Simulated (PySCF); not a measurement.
Computed shifts of a molecule C₂H₄Cl₂OSi, PBE/pcSseg-1 in PySCF, GIAO, gas phase, atoms alike by connectivity averaged where their shifts nearly agree, in ppm (number of nuclei): ¹³C: 147.4 (1), 139.5 (1). ²⁹Si: -4.3 (1). ¹H: 6.74 (2), 6.26 (1), 2.84 (1). References: ¹³C against TMS (σ = 182.0 ppm); ²⁹Si against TMS (σ = 335.4 ppm); ¹⁷O against H2O (σ = 334.3 ppm); ³⁵Cl against HCl (σ = 936.5 ppm); ¹H against TMS (σ = 31.49 ppm), references at their B3LYP-D3(BJ)/def2-TZVP geometries, non-relativistic (without spin–orbit terms, shifts of atoms bonded to Cl or Br come out too high). Coordinates come from a TPSSh-D3(BJ)/def2-SVP optimisation. One conformer was computed; it need not be the lowest.

Q: Identify the compound among the candidates.
(A) C=CO[SiH](Cl)Cl
(B) C[Si](Cl)(Cl)C=O
(C) C=C[Si](O)(Cl)Cl
(D) O=CC[SiH](Cl)Cl

A: C, C=C[Si](O)(Cl)Cl
